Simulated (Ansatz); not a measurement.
Two isomers of CH7NSi2: A = `CN1[SiH2][SiH2]1`, B = `C1[SiH2]N[SiH2]1`.

Isolated molecules relaxed with PBE0-D4/def2-TZVP in Ansatz; ΔE leaves out vibrations. CCSD(T)/CBS is the MP2 limit (def2-TZVPP, def2-QZVPP) plus CCSD(T) − MP2 in def2-TZVPP, frozen cores. Functionals use def2-TZVPP.

A:

```xyz
11

C    -0.950   -0.755    1.034
N    -0.086   -0.095    0.090
Si    1.546    0.463   -0.045
Si   -0.152    0.643   -1.474
H    -1.737   -1.313    0.519
H    -0.387   -1.467    1.645
H    -1.434   -0.043    1.712
H     2.609   -0.578   -0.105
H     1.984    1.544    0.882
H    -0.396   -0.260   -2.633
H    -0.998    1.860   -1.626
```

B:

Z-matrix (Å, degrees):
```
Si
N 1 1.733
Si 1 2.572 2 42.1
C 1 1.885 2 89.1 3 -0.0
H 1 1.491 2 114.7 3 -117.7
H 1 1.491 2 114.7 3 117.7
H 2 1.004 1 132.1 3 -179.9
H 3 1.491 1 126.4 2 87.6
H 3 1.491 1 126.4 2 -87.6
H 4 1.090 1 115.1 2 -115.9
H 4 1.090 1 115.1 2 115.9
```

Problem. Which is lower in electronic energy at CCSD(T)/CBS, and by how much? (An estimate is asked.)

Solution. Ansatz gave: B, by 189.8 kJ/mol.

Problem. Give E(B) − E(A) in kJ/mol with ωB97M-V, r2SCAN-D4, CCSD(T)/def2-SVP, B2PLYP, HF/def2-TZVPP, CCSD(T)/def2-TZVPP, BLYP-D4. (Estimate.)

Solution. Computed: ωB97M-V -190.5, r2SCAN-D4 -179.7, CCSD(T)/def2-SVP -162.2, B2PLYP -181.5, HF/def2-TZVPP -195.6, CCSD(T)/def2-TZVPP -185.4, BLYP-D4 -164.1. None reverses the order clearly.

Problem. Does the order hold for the free energy at 298.15 K (harmonic terms from PBE0-D4)? (An estimate is asked.)

Solution. Computed: Yes: G(B) − G(A) = -182.5 kJ/mol. Modes under 60 cm⁻¹, often nearly free rotors, make the harmonic entropy too high.

Largest T1 diagnostic: 0.013.

From BLYP to BHLYP (50 % exact exchange), in def2-TZVPP and without D4, E(B) − E(A) moves by −27.1 kJ/mol. Leaving LDA and LC-ωPBE aside and taking each functional with its dispersion term where it has one, the values, not all of them listed here, spread over 27.4 kJ/mol, from ωB97M-V to PBE-D4. LDA lies −6.3 kJ/mol from PBE without D4.
